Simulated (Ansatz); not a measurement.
`FC[SiH](F)[SiH3]`, 11 atoms. Charge 0, multiplicity 1. All runs use 4 threads of an Intel Xeon on a shared host. Correlated methods freeze the cores.

Q: Give the basis size and wall time and peak host memory of each of these runs in Ansatz. RKS LC-ωPBE/def2-TZVPP energy; RHF-CCSD(T)/def2-TZVPP energy; direct RPA on PBE orbitals/def2-TZVPP energy; RHF-CCSD(T)/def2-SVP energy; RKS ωB97M-V/def2-QZVPP energy; RKS PBE0-D4/def2-QZVPP energy; RHF-MP2/def2-QZVPP energy; RKS ωB97X-V/def2-TZVPP energy; RKS PBE0-D4/def2-TZVP relaxation (16 steps); RKS PBE0-D4/def2-TZVP frequencies; RKS ωB97M-V/def2-SVP energy; RKS r2SCAN-D4/def2-TZVPP energy and forces. (Best estimate.)

A: Ansatz gave: Other jobs shared the machine, so times are rough.

```tsv
level	job	functions	wall time	peak host memory (GiB)
RKS LC-ωPBE/def2-TZVPP	energy	261	3 s	0.52
RKS ωB97M-V/def2-SVP	energy	108	3.5 s	0.51
RKS r2SCAN-D4/def2-TZVPP	energy and forces	261	4.3 s	0.39
RHF-CCSD(T)/def2-SVP	energy	108	4.8 s	0.51
direct RPA on PBE orbitals/def2-TZVPP	energy	261	6 s	0.62
RKS ωB97X-V/def2-TZVPP	energy	261	8 s	0.84
RKS PBE0-D4/def2-QZVPP	energy	491	8.5 s	1.9
RKS ωB97M-V/def2-QZVPP	energy	491	18 s	2.2
RHF-MP2/def2-QZVPP	energy	491	21 s	3
RKS PBE0-D4/def2-TZVP	relaxation (16 steps)	203	54 s	0.58
RHF-CCSD(T)/def2-TZVPP	energy	261	110 s	6.1
RKS PBE0-D4/def2-TZVP	frequencies	203	2.6 min	0.57
```

LC-ωPBE has ω = 0.4 bohr⁻¹.
